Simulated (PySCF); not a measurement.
Job for PySCF: R-HF/STO-3G on C3H8O2 (SMILES COCOC).

```python
from pyscf import gto, scf, dft, mp
from pyscf.data.elements import chemcore

mol = gto.M(
    atom='''
    C     2.32710165    0.03270058   -0.01142783
    O     1.18328999   -0.33071552   -0.75446855
    C    -0.00143983    0.00741523   -0.10542020
    O    -1.03662030   -0.40423957   -0.94095951
    C    -2.30963537   -0.12041390   -0.40118297
    H     2.36975170    1.11608820    0.15920708
    H     2.35470992   -0.47574371    0.96088013
    H     3.19457698   -0.26906934   -0.59439060
    H    -0.05210521    1.09985978    0.06691592
    H    -0.06688796   -0.50287541    0.87490047
    H    -2.45095624    0.95694679   -0.24631099
    H    -3.04609541   -0.47529897   -1.11889376
    H    -2.46568995   -0.63465413    0.55582531
    ''',
    basis='sto-3g',
    charge=0, spin=0, verbose=3, max_memory=1800)
mf = scf.RHF(mol)
mf.conv_tol = 1e-8
mf.max_cycle = 100
mf.kernel()
if not mf.converged:
    mf = mf.newton().run(mf.mo_coeff, mf.mo_occ)
```

It printed:

```
converged SCF energy = -264.544633707913
```

Self-consistency was reached.

Cost: very roughly 0.14 core-seconds.
